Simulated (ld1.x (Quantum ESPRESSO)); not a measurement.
Transferability test, RRKJ potential for iron

ld1.x (Quantum ESPRESSO) 7.5 input, shortened:

```
&input
   title='Fe', zed=26., rel=2, dft='PZ', iswitch=3,
   config='[Ar] 3d6 4s2 4p0', rel_dist='average'
 /
 &inputp
   pseudotype=2, tm=.false., lloc=2,
   nlcc=.false.
 /
3
3S  1  0   2.00   0.00  0.95  0.95  0.0
3P  2  1   6.00   0.00  1.40  1.40  0.0
3D  3  2   6.00   0.00  1.35  1.35  0.0
 &test
   configts(1)='3s2 3p6 3d6 4s2 4p0'
 /
```

Open shells are filled in proportion to 2j + 1 (rel_dist='average').

Occupied shells without a wave of their own: 4s. They enter only through the test configuration that unscreens the potential.

Energies are relative to the spin-unpolarised reference configuration 3s2 3p6 3d6 4s2 4p0; without spin polarisation the order of configurations can differ from experiment. The d channel is local and has no spin–orbit splitting in the pseudo-atom.

```json
{"valence configuration": "3s2 3p6 3d6 4s1 4p0", "charge": "+1", "ΔE all-electron (eV)": "8.981", "error AE − PS (meV)": "+240"}
{"valence configuration": "3s2 3p6 3d6 4s0 4p0", "charge": "+2", "ΔE all-electron (eV)": "25.473", "error AE − PS (meV)": "+607"}
{"valence configuration": "3s2 3p6 3d5 4s0 4p0", "charge": "+3", "ΔE all-electron (eV)": "60.002", "error AE − PS (meV)": "+837"}
{"valence configuration": "3s2 3p6 3d6 4s1 4p1", "charge": "0", "ΔE all-electron (eV)": "4.177", "error AE − PS (meV)": "+117"}
{"valence configuration": "3s2 3p6 3d7 4s0 4p0", "charge": "+1", "ΔE all-electron (eV)": "6.859", "error AE − PS (meV)": "+383"}
{"valence configuration": "3s2 3p6 3d6 4s1.5 4p0", "charge": "+0.5", "ΔE all-electron (eV)": "3.596", "error AE − PS (meV)": "+105"}
```

(1) What are ΔE and the potential's error for 3s1 3p6 3d6 4s2 4p0?

Answers

(1) ΔE = 101.392 eV all-electron; the error (AE − PS) is -59 meV.

The 4s level has no wave, so the channel is fitted at the deeper level alone: the likely source of the large errors.
